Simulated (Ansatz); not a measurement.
Basis-set series for `[CH2]1[SiH2][SbH]1`. The species carries charge 0 and has multiplicity 1. Sb takes the def2 core potential. All single points use the PBE0-D4/def2-TZVP geometry.

```xyz
8

C     0.465    0.513   -0.689
Si    0.344   -0.738    0.658
Sb   -1.650   -0.250   -0.794
H     1.010    0.251   -1.591
H     0.522    1.571   -0.456
H     0.376   -0.251    2.054
H     1.084   -2.004    0.456
H    -2.152    0.908    0.362
```

```tsv
functional	basis	functions	energy (Eh)	HOMO (eV)	LUMO (eV)
PBE0-D4	def2-SVP	83	-570.53992	-6.55	-0.59
PBE0-D4	def2-TZVPP	193	-570.69658	-6.56	-0.78
ωB97M-V	def2-SVP	83	-570.60246	-8.44	1.22
ωB97M-V	def2-TZVPP	193	-570.76378	-8.47	0.88
```

**Question.** Give the rows for def2-QZVPP. (Best estimate.)

**Answer.** Ansatz gave: 
| functional | basis | functions | energy (Eh) | HOMO (eV) | LUMO (eV) |
| --- | --- | --- | --- | --- | --- |
| PBE0-D4 | def2-QZVPP | 359 | -570.71038 | -6.56 | -0.83 |
| ωB97M-V | def2-QZVPP | 359 | -570.77699 | -8.47 | 0.71 |

Positive LUMOs are unbound and depend on the basis.
